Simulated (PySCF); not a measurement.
C3H5NOSSi.
Geometry (PBE0-D3(BJ)/def2-SVP, Å), atoms numbered from 1 in this order:
```
atom  x, y, z in Å
Si1   -1.9964    0.6018   -0.2283
O2    -0.7508   -0.5513   -0.1422
C3     0.5202   -0.1793    0.0181
C4     1.5939   -1.0339    0.0860
S5     3.0281   -0.1129    0.2978
C6     2.0908    1.3296    0.2778
N7     0.8130    1.1466    0.1267
H8    -2.1003    1.3770    1.0382
H9    -3.2109   -0.2367   -0.4166
H10   -1.8113    1.5050   -1.3970
H11    1.5930   -2.1188    0.0224
H12    2.5604    2.3092    0.3861
```

Linear response at CAM-B3LYP/def2-SVPD (PySCF, frozen core in the response, non-relativistic).

Static isotropic polarisability: 88.43 au (13.10 Å³), principal values 62.9, 86.0, 116.4 au.

Problem. What is the polarisability at 1064 nm and at the sodium D line?

Solution. 89.40 au at 1064 nm (+1.1 %), 91.75 au at 589.3 nm (+3.8 %). The rise at 589.3 nm is 3.42 times that at 1064 nm; a pure ω² law gives 3.26. The lowest singlet lies at 242 nm, shorter than both wavelengths.

Problem. What is the isotropic C6 coefficient between two such molecules, C6 = (3/π)∫α(iω)² dω?

Solution. 2902 au (Eh·bohr⁶) by a ten-point quadrature over imaginary frequencies, which is 1730 eV·Å⁶ or 167 J·nm⁶/mol.

Problem. Which effective excitation energy ω̄ makes London's formula C6 = (3/4)α²ω̄ exact here?

Solution. ω̄ = 4·C6/(3α²) = 0.495 Eh = 13.5 eV. A one-pole form α(ω) = α/(1 − ω²/ω̄²) fitted to the 1064 nm value gives 11.2 eV.

Problem. What molar refraction at the D line follows from R = (4π/3)·N_A·α′, with α′ the polarisability volume?

Solution. α′ = 13.60 Å³ gives R = 34.30 cm³/mol, for isolated, non-vibrating species.

Problem. What n − 1 at the D line would an ideal gas of it have at 273.15 K and 1 atm (2.6868 × 10¹⁹ cm⁻³), by n − 1 = 2π·N·α′?

Solution. 22.95 × 10⁻⁴, a formal value whether or not that pressure can be reached.

Problem. How many electrons N does the Slater–Kirkwood formula C6 = (3/4)·√N·α^(3/2) need to give this C6?

Solution. N = (4·C6/3)²/α³ = 21.7; the species has 68 electrons in all.

One conformer stands for the species.
